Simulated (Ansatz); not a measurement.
Isolated molecules relaxed with PBE0-D4/def2-TZVP in Ansatz; ΔE leaves out vibrations. CBS: MP2 limit from def2 TZ/QZ plus the TZ coupled-cluster correction, frozen cores. This one scheme is used for every species. Functionals use def2-TZVPP. B3LYP here is the variant with VWN-RPA as its local correlation; programs differ in this. For Ge outer-core shells are correlated without core-valence functions, which leaves a few kJ/mol of doubt a bond. Scalar relativity is left out up to krypton. Each species was taken in one conformer, which may not be the lowest.

`[F][GeH]([F])[Cl]` + `CC` → `C[CH2][GeH]([F])[Cl]` + H–F  (formal exchange of groups at a Ge–F bond)

(1) Is it downhill or uphill in electronic energy at CCSD(T)/CBS, and by how much? (Best estimate.)

(2) What do these levels give: PBE-D4, B3LYP-D4, r2SCAN, B3LYP, MP2/def2-TZVPP, SCS-MP2/def2-TZVPP? (Estimate.)

Largest T1 diagnostic among the species: 0.012.

Answers

(1) The calculation gave: Uphill: ΔE = +0.60 eV.

(2) The calculation gave: PBE-D4 0.66, B3LYP-D4 0.73, r2SCAN 0.79, B3LYP 0.84, MP2/def2-TZVPP 0.63, SCS-MP2/def2-TZVPP 0.72 eV.

The D4 term adds −0.11 eV with B3LYP and −0.06 eV with PBE0; it sums over pairs of atoms, weighted by their polarisabilities, and B3LYP, whose exchange is more repulsive, gets the larger term. In def2-TZVPP, CCSD(T) changes the Hartree–Fock value by −0.29 eV (the triples alone add −0.03 eV) and MP2 by −0.33 eV.
